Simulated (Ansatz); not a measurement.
Ansatz (an electronic-structure program) input (B3LYP-D3(BJ)/def2-TZVP):

Ansatz 0.2 input:
```yaml
crystal:
  periodic: [false, false, false]
  atoms:
    - {symbol: Ge, position_ang: [-0.08477720, -0.07437620, -0.00531560]}
    - {symbol: O, position_ang: [-1.30740316, -1.14700261, -0.08197526]}
    - {symbol: F, position_ang: [-0.02643976, 1.54895718, -0.55155935]}
    - {symbol: F, position_ang: [1.49000595, -0.26495060, 0.64332616]}
basis:
  gaussian:
    orbitals: def2-TZVP
hamiltonian:
  xc: b3lyp
  dispersion: d3bj
phonons: {temperatures: {t_min: 298.15, t_max: 298.15, t_step: 100}}
```

Output:

```
Functional definition: B3LYP
integrals: 0.05 GiB planned
852 factors; their error is unknown
mean field: 0.51 GiB planned
mean field evaluation 1: about -63992.7444 eV, gradient 8.4e1 eV
mean field evaluation 2: about -63894.7575 eV, gradient 2.1e2 eV
mean field evaluation 4: about -64003.8892 eV, gradient 1.4e1 eV
mean field evaluation 8: about -64004.1319 eV, gradient 1.7e-1 eV
mean field evaluation 16: about -64004.3668 eV, gradient 4.2e-4 eV
mean field -64004.36676271 eV, -2352.1170948117 hartree, gradient 5.6e-5 eV, S^2 0.000000; 0 other end points of the search recorded, 0 dependent functions left out
the calculation of the forces begins
reference -64004.36693633 eV, -2352.1171011919 hartree; 29, 29 occupied and 112, 112 virtual orbitals, 852 factors
these checks for a lower state are left out or cut short: stability, starts, cluster_reference, orbital_swaps, neighbouring_geometries, increment
integrals: 0.05 GiB planned
852 factors; their error is unknown
mean field: 0.51 GiB planned
mean field -64004.36664297 eV, -2352.1170904114 hartree, gradient 2.0e-6 eV, S^2 0.000000; 0 other end points of the search recorded, 0 dependent functions left out
the calculation of the forces begins
reference -64004.36681663 eV, -2352.1170967932 hartree; 29, 29 occupied and 112, 112 virtual orbitals, 852 factors
these checks for a lower state are left out or cut short: stability, starts, cluster_reference, orbital_swaps, neighbouring_geometries, increment
integrals: 0.05 GiB planned
852 factors; their error is unknown
mean field: 0.51 GiB planned
mean field evaluation 32: about -64004.3666 eV, gradient 1.9e-6 eV
mean field -64004.36664401 eV, -2352.1170904496 hartree, gradient 1.9e-6 eV, S^2 0.000000; 0 other end points of the search recorded, 0 dependent functions left out
the calculation of the forces begins
reference -64004.36681759 eV, -2352.1170968282 hartree; 29, 29 occupied and 112, 112 virtual orbitals, 852 factors
these checks for a lower state are left out or cut short: stability, starts, cluster_reference, orbital_swaps, neighbouring_geometries, increment
integrals: 0.05 GiB planned
852 factors; their error is unknown
mean field: 0.51 GiB planned
mean field -64004.36669798 eV, -2352.1170924329 hartree, gradient 1.9e-6 eV, S^2 0.000000; 0 other end points of the search recorded, 0 dependent functions left out
the calculation of the forces begins
reference -64004.36687157 eV, -2352.1170988121 hartree; 29, 29 occupied and 112, 112 virtual orbitals, 852 factors
these checks for a lower state are left out or cut short: stability, starts, cluster_reference, orbital_swaps, neighbouring_geometries, increment
integrals: 0.05 GiB planned
852 factors; their error is unknown
mean field: 0.51 GiB planned
mean field -64004.36672556 eV, -2352.1170934464 hartree, gradient 1.9e-6 eV, S^2 0.000000; 0 other end points of the search recorded, 0 dependent functions left out
the calculation of the forces begins
reference -64004.36689920 eV, -2352.1170998276 hartree; 29, 29 occupied and 112, 112 virtual orbitals, 852 factors
these checks for a lower state are left out or cut short: stability, starts, cluster_reference, orbital_swaps, neighbouring_geometries, increment
integrals: 0.05 GiB planned
852 factors; their error is unknown
mean field: 0.51 GiB planned
mean field -64004.36675359 eV, -2352.1170944765 hartree, gradient 2.4e-6 eV, S^2 0.000000; 0 other end points of the search recorded, 0 dependent functions left out
the calculation of the forces begins
reference -64004.36692719 eV, -2352.1171008562 hartree; 29, 29 occupied and 112, 112 virtual orbitals, 852 factors
these checks for a lower state are left out or cut short: stability, starts, cluster_reference, orbital_swaps, neighbouring_geometries, increment
integrals: 0.05 GiB planned
852 factors; their error is unknown
mean field: 0.51 GiB planned
mean field -64004.36675653 eV, -2352.1170945844 hartree, gradient 1.1e-6 eV, S^2 0.000000; 0 other end points of the search recorded, 0 dependent functions left out
the calculation of the forces begins
reference -64004.36693015 eV, -2352.1171009651 hartree; 29, 29 occupied and 112, 112 virtual orbitals, 852 factors
these checks for a lower state are left out or cut short: stability, starts, cluster_reference, orbital_swaps, neighbouring_geometries, increment
integrals: 0.05 GiB planned
852 factors; their error is unknown
mean field: 0.51 GiB planned
mean field evaluation 64: about -64004.3667 eV, gradient 1.6e-1 eV
mean field -64004.36672864 eV, -2352.1170935597 hartree, gradient 2.0e-6 eV, S^2 0.000000; 0 other end points of the search recorded, 0 dependent functions left out
the calculation of the forces begins
reference -64004.36690226 eV, -2352.1170999398 hartree; 29, 29 occupied and 112, 112 virtual orbitals, 852 factors
these checks for a lower state are left out or cut short: stability, starts, cluster_reference, orbital_swaps, neighbouring_geometries, increment
integrals: 0.05 GiB planned
852 factors; their error is unknown
mean field: 0.51 GiB planned
mean field -64004.36670135 eV, -2352.1170925568 hartree, gradient 7.3e-7 eV, S^2 0.000000; 0 other end points of the search recorded, 0 dependent functions left out
the calculation of the forces begins
reference -64004.36687497 eV, -2352.1170989372 hartree; 29, 29 occupied and 112, 112 virtual orbitals, 852 factors
Total energy: -64004.45983990 eV, -2352.1205153353 hartree
Atom 0 at    -0.084777    -0.074376    -0.005316 Å, force    -0.000178    -0.000156    -0.000011 eV/Å
Atom 1 at    -1.307403    -1.147003    -0.081975 Å, force     0.000048     0.000042     0.000003 eV/Å
Atom 2 at    -0.026440     1.548957    -0.551559 Å, force    -0.000096     0.000250    -0.000123 eV/Å
Atom 3 at     1.490006    -0.264951     0.643326 Å, force     0.000226    -0.000136     0.000131 eV/Å
Dipole moment:     0.222152     0.194897     0.013929 e Å
Vibrations: 214.54 224.58 256.53 715.84 735.29 994.60 cm⁻¹, zero-point energy 0.194741 eV
```
